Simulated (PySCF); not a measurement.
`C=CC(=S)[C@@H](S)CC`, C₆H₁₀S₂

Geometry:
```
atom   x (Å)   y (Å)   z (Å)
  C1   3.433  -0.384  -0.095
  C2   2.182  -0.091   0.262
  C3   1.029  -0.324  -0.578
  S4   1.140  -0.979  -2.076
  C5  -0.291   0.117  -0.028
  S6  -0.220   1.966  -0.043
  C7  -1.517  -0.406  -0.758
  C8  -2.810   0.011  -0.073
  H9   3.645  -0.815  -1.060
 H10   4.266  -0.204   0.560
 H11   1.978   0.351   1.228
 H12  -0.352  -0.118   1.039
 H13  -0.141   2.083  -1.368
 H14  -1.446  -1.497  -0.790
 H15  -1.504  -0.047  -1.790
 H16  -2.852  -0.388   0.938
 H17  -3.667  -0.362  -0.628
 H18  -2.880   1.095  -0.018
```

Computed with GIAO wB97X/STO-3G magnetisability, rotational g tensor and spin-rotation constants, non-relativistic, gas phase (PySCF). Geometry: GFN2-xTB.

**Question.** Give the nuclear spin-rotation constants along the inertial axes (H = +C I·J) beside the isotropic shieldings.

**Answer.** Rotational constants 2.0103, 0.9888, 0.7736 GHz. A star marks the isotopologue with that one atom substituted, in its own axes.
| atom | isotope | Caa (kHz) | Cbb (kHz) | Ccc (kHz) | mean (kHz) | σ (ppm) |
| --- | --- | --- | --- | --- | --- | --- |
| H9 | 1H | -0.131 | 0.005 | -0.050 | -0.059 | 26.9 |
| H10 | 1H | -0.074 | -0.014 | -0.070 | -0.053 | 27.8 |
| H11 | 1H | -0.159 | 0.028 | -0.048 | -0.059 | 26.3 |
| H12 | 1H | -0.196 | -0.090 | 0.002 | -0.095 | 30.4 |
| H13 | 1H | -0.242 | -0.101 | -0.026 | -0.123 | 33.9 |
| H14 | 1H | -0.173 | -0.047 | -0.055 | -0.092 | 31.8 |
| H15 | 1H | -0.204 | -0.103 | -0.001 | -0.103 | 31.9 |
| H16 | 1H | -0.215 | -0.105 | 0.000 | -0.107 | 32.3 |
| H17 | 1H | -0.141 | -0.033 | -0.083 | -0.086 | 32.1 |
| H18 | 1H | -0.180 | -0.043 | -0.056 | -0.093 | 31.8 |
| C1 | 13C* | 0.467 | 0.224 | 0.083 | 0.258 | 133.7 |
| C2 | 13C* | 0.423 | 0.266 | 0.095 | 0.261 | 126.6 |
| C3 | 13C* | 1.088 | 0.269 | 0.104 | 0.487 | 51.8 |
| S4 | 33S* | 1.373 | 1.405 | 0.388 | 1.055 | -829.7 |
| C5 | 13C* | 0.192 | 0.117 | 0.087 | 0.132 | 186.7 |
| S6 | 33S* | 0.360 | 0.201 | 0.091 | 0.218 | 678.1 |
| C7 | 13C* | 0.165 | 0.069 | 0.060 | 0.098 | 208.0 |
| C8 | 13C* | 0.109 | 0.064 | 0.049 | 0.074 | 218.1 |

For the geometry as given, no vibrational averaging.
